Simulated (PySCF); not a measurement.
Dissociation curve of HCl (cation, charge +1), doublet.

Method: CCSD(T) on UHF/cc-pVTZ, 5 core orbitals frozen (PySCF).

### Question
Relative to R = 1.32 Å, what are the energies at R = 1.18, 1.80, 2.16, 2.64 Å?

### Answer
0.322 eV at 1.18 Å, 1.367 eV at 1.80 Å, 2.599 eV at 2.16 Å, 3.753 eV at 2.64 Å.

The scan ran from 1.00 to 5.29 Å; beyond the distances shown one of the unrestricted levels run for this scan, shown here or not, changes its spin distribution in one step. The unrestricted determinant behind UCCSD(T) is spin-contaminated at 2.00 to 2.64 Å (<S²> up to 1.6, against 0.75 for a pure doublet).
